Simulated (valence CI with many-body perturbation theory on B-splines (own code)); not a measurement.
The numbers below are computed, except where a source is named.
# Dy52+: what the settings do

Method: relativistic CI+MBPT: four valence electrons over a frozen Dirac-Fock core [Ne], a basis of 6 s, 6 p, 5 d, 3 f, 1 g functions for each j, with the one-electron correlation potential Σ1 (screened to all orders), the two-electron term Σ2, the three-electron term Σ3, Breit, model QED; selected single and double excitations, second order for the rest, scaled by the run's own slope (own B-spline code, finite nucleus).

The last digits are not significant, and no measured levels were compared; by estimate large intervals hold to a few tenths of a per cent, small ones and those within an open d or f shell to about a per cent.

The reference run has the lowest level (3s^2 3p1/2^2) J=0 and an ionisation energy of 4947.24 eV. Its largest variational space holds 10000 state functions.

Levels are named by their leading jj configuration (3d3/2^4 stands for four electrons in 3d with j = 3/2), which in mixed levels can hold well under half, so a name can repeat and another be missing. Letters in brackets count levels of one name in rising energy.

Changed runs:
A. Breit term on → off
B. Breit term on → off; QED terms on → off
C. scale of Σ1 1 → 0.9; selection threshold (hartree) 2e-08 → 1e-05
D. scale of Σ2 1 → -1 (bad on purpose)

Excitation energies of the reference run in cm⁻¹, and shifts in cm⁻¹:

| Level | Reference | A | B | C | D |
| --- | --- | --- | --- | --- | --- |
| (3s^2 3p1/2 3p3/2) J=1 | 1603180 | +21834 | +19473 | -120 | -1841 |
| (3s^2 3p1/2 3p3/2) J=2 | 1669520 | +24629 | +22284 | -121 | -1376 |
| (3s 3p1/2^2 3p3/2) J=2 | 2733760 | +3617 | +25070 | +81 | -1333 |
| (3s 3p1/2^2 3p3/2) J=1 | 2934230 | +4879 | +24125 | +82 | +2618 |
| (3s^2 3p1/2 3d3/2) J=2 | 3140090 | +30348 | +32222 | +63 | +1879 |
| (3s^2 3p3/2^2) J=2 | 3321510 | +44580 | +40115 | -225 | -3178 |
| (3s^2 3p1/2 3d3/2) J=1 | 3433620 | +24278 | +29031 | +66 | +11830 |
| (3s^2 3p3/2^2) J=0 | 3464830 | +41645 | +37209 | -219 | -2135 |
| (3s^2 3p1/2 3d5/2) J=2 | 3648320 | +38287 | +40071 | -34 | +5662 |
| (3s^2 3p1/2 3d5/2) J=3 | 3655590 | +43367 | +44334 | -29 | +4084 |
| (3s 3p1/2^2 3d3/2) J=1 | 4297560 | +6188 | +32225 | +270 | +3414 |
| (3s 3p1/2 3p3/2^2) J=2 [a] | 4299350 | +24097 | +42684 | -23 | -2705 |
| Ionisation energy (eV) | 4947.24 | +6.57 | +6.58 | -0.11 | -0.12 |
